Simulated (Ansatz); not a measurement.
Ansatz (a first-principles code) input (CCSD(T)/cc-pwCVTZ):
A basis named .json is the Basis Set Exchange file of that set.

Ansatz 0.2 input:
```yaml
crystal:
  periodic: [false, false, false]
  atoms:
    - {symbol: C, position_ang: [2.22536342, -0.31532606, 0.49941877]}
    - {symbol: C, position_ang: [1.05911302, -0.07143615, 0.25384684]}
    - {symbol: B, position_ang: [-0.44395896, 0.17847638, -0.07588493]}
    - {symbol: C, position_ang: [-1.02834165, 1.49968584, 0.04745350]}
    - {symbol: C, position_ang: [-1.26676487, -1.12769200, -0.55290991]}
    - {symbol: H, position_ang: [3.24663901, -0.50394975, 0.71959085]}
    - {symbol: H, position_ang: [-0.47340988, 2.37995832, 0.36904229]}
    - {symbol: H, position_ang: [-2.07672273, 1.70486693, -0.17618842]}
    - {symbol: H, position_ang: [-1.26084325, -1.92062712, 0.20723492]}
    - {symbol: H, position_ang: [-0.83850899, -1.57832220, -1.45852056]}
    - {symbol: H, position_ang: [-2.31357883, -0.88569790, -0.76858960]}
basis:
  gaussian:
    orbitals: cc-pwCVTZ.json
total_charge: -1
magnetization: {spin_polarized: false}
correlation: {method: ccsd_t, electrons: outside_noble_gas}
```

End of the output:

```
reference -4888.47157788 eV, -179.6480169621 hartree; 13, 13 occupied and 281, 281 virtual orbitals, 1732 factors
second order -21.26971843 eV of doubles, -0.00000000 eV of singles
coupled cluster: 14.90 GiB planned
cycle   1  -21.42769431 eV  change   -1.6e-1 eV  update   1.1e-1
cycle   2  -22.01604816 eV  change   -5.9e-1 eV  update   3.4e-2
cycle   3  -22.14510041 eV  change   -1.3e-1 eV  update   1.7e-2
cycle   4  -22.14295498 eV  change    2.1e-3 eV  update   5.2e-3
cycle   5  -22.14384469 eV  change   -8.9e-4 eV  update   2.9e-3
cycle   6  -22.14443798 eV  change   -5.9e-4 eV  update   8.7e-4
cycle   7  -22.14424712 eV  change    1.9e-4 eV  update   4.7e-4
cycle   8  -22.14419134 eV  change    5.6e-5 eV  update   1.7e-4
cycle   9  -22.14419138 eV  change   -3.3e-8 eV  update   6.4e-5
cycle  10  -22.14417515 eV  change    1.6e-5 eV  update   2.3e-5
perturbative correction -1.12470790 eV, -0.0413322530 hartree
Total energy: -4911.74046093 eV, -180.5031326421 hartree
```

It need not be the lowest isomer of its formula. Whether it binds its extra electron was not tested at this geometry.
